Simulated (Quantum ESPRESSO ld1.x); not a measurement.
Bi IV, 80 electrons, occupied as [Hg] (the NIST ground configuration). Method: scalar-relativistic Kohn-Sham, LDA (Slater exchange, Perdew-Zunger correlation), spin-polarised, spherical densities, point nucleus; computed with ld1.x of Quantum ESPRESSO 7.5.

Unscreened Slater integrals over Kohn-Sham orbitals (cm^-1). They are taken over the spin-up orbitals. Empty in this configuration: 5f, 6d, 6p, 7s.

F0(5f,5f): 56922
F2(5f,5f): 28210
F4(5f,5f): 18010
F6(5f,5f): 13055
F0(5f,6d): 56072
F2(5f,6d): 28565
F4(5f,6d): 18583
G1(5f,6d): 32593
G3(5f,6d): 21255
G5(5f,6d): 15257
F0(5f,7s): 50164
G3(5f,7s): 14438
F0(5f,6p): 65832
F2(5f,6p): 32113
G2(5f,6p): 28166
G4(5f,6p): 19085
F0(6d,6d): 55760
F2(6d,6d): 30425
F4(6d,6d): 20681
F0(6d,7s): 50067
G2(6d,7s): 19749
F0(6d,6p): 63868
F2(6d,6p): 30410
G1(6d,6p): 31000
G3(6d,6p): 19887
F0(7s,7s): 46501
F0(7s,6p): 55118
G1(7s,6p): 7167.4
F0(6p,6p): 80377
F2(6p,6p): 44351
